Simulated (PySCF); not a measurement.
Polarisability and C₆ of Ga⁺ (gallium, charge +1)

[Ar] 3d9 4s2 4p1, one real determinant (an excited configuration). Computed with PySCF 2.14 in aug-cc-pV5Z-PP with ECP10MDF (8s7p6d4f3g2h, 136 functions), with scalar relativity through the core potential. Coupled (time-dependent) response in atomic units; α is the mean over directions.

| method | mean α (bohr³) | α xx, yy, zz | C₆ (like pair) | S(−4) |
| --- | --- | --- | --- | --- |
| PBE0 | 19.79 | 18.65, 18.65, 22.08 | 117.2 | 144.7 |

S(−4) is the Cauchy moment in α(ω) = α(0) + S(−4) ω² + …

Spin-orbit coupling is absent.

α(iu) at PBE0:

| u (hartree) | α(iu) (bohr³) |
| --- | --- |
| 0 | 19.79 |
| 0.0500 | 19.44 |
| 0.100 | 18.46 |
| 0.200 | 15.44 |
| 0.300 | 12.26 |
| 0.500 | 7.632 |
| 0.750 | 4.620 |
| 1.00 | 3.114 |
| 1.50 | 1.755 |
| 2.00 | 1.167 |
| 3.00 | 0.6518 |
| 5.00 | 0.2990 |

For an ion, C₆ is the dispersion term alone; charge-induced terms of lower order in 1/R come first.

The components differ because the open shell of this determinant is not spherical; for a pure term their mean is the scalar polarisability.

⟨L²⟩ = 8.02 against 12 for a pure F term, so this real determinant mixes terms. Energies and moments cover only the electrons outside the core potential.
